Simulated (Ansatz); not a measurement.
A run for Ansatz (an electronic-structure program): R-wB97X-V/def2-TZVPPD on N2 (SMILES N#N) with ghost functions, monomers drawn apart or pushed together. Files ending in .json are basis or fitting sets from the Basis Set Exchange.

Ansatz 0.2 input:
```yaml
crystal:
  periodic: [false, false, false]
  atoms:
    - {symbol: N, position_ang: [-0.34839498, 0.36281176, -0.32613753]}
    - {symbol: N, position_ang: [0.36657889, -0.35850908, 0.07092464]}
basis:
  gaussian:
    orbitals: def2-TZVPPD.json
    ghost_atoms:
      - {symbol: C, position_ang: [0.24945439, -0.49482871, 3.32408273]}
      - {symbol: O, position_ang: [-0.61137828, 0.43990113, 2.68711143]}
      - {symbol: H, position_ang: [0.94663756, -0.00870327, 4.01529016]}
      - {symbol: H, position_ang: [0.82619280, -0.97750435, 2.53671838]}
      - {symbol: H, position_ang: [-0.30845296, -1.26600594, 3.86647595]}
      - {symbol: H, position_ang: [-1.13754515, 0.88441672, 3.35869781]}
hamiltonian:
  xc: {name: wB97X-V}
scf: {lower_state_search: off}
```

The log:

```
WARN ansatz: RAYON_NUM_THREADS=1 ignored (pool sized by the plan → 1); use --threads N
Functional definition: wB97X-V
these checks for a lower state are left out or cut short: stability, starts, cluster_reference, orbital_swaps, neighbouring_geometries, increment
integrals: 0.13 GiB planned
904 factors; their error is unknown
integrals: 0.17 GiB planned
279 factors; integrals over basis functions are off by at most 2.9e-5 eV
mean field: 1.16 GiB planned
mean field evaluation 1: about -2980.3188 eV, gradient 1.6e1 eV
mean field evaluation 2: about -2980.6814 eV, gradient 6.0e0 eV
mean field evaluation 4: about -2980.7421 eV, gradient 8.5e-2 eV
mean field evaluation 8: about -2980.7505 eV, gradient 3.4e-3 eV
mean field -2980.75046397 eV, -109.5405591257 hartree, gradient 8.7e-6 eV, S^2 0.000000; 0 other end points of the search recorded, 0 dependent functions left out
reference -2980.75046256 eV, -109.5405590738 hartree; 7, 7 occupied and 212, 212 virtual orbitals, 904 factors
Total energy: -2980.75046256 eV, -109.5405590738 hartree
Checks for a lower state left out: stability, starts, cluster_reference, orbital_swaps, neighbouring_geometries, increment
```

The calculation finished and met its thresholds.

Cost: around 4 core-seconds (rough).
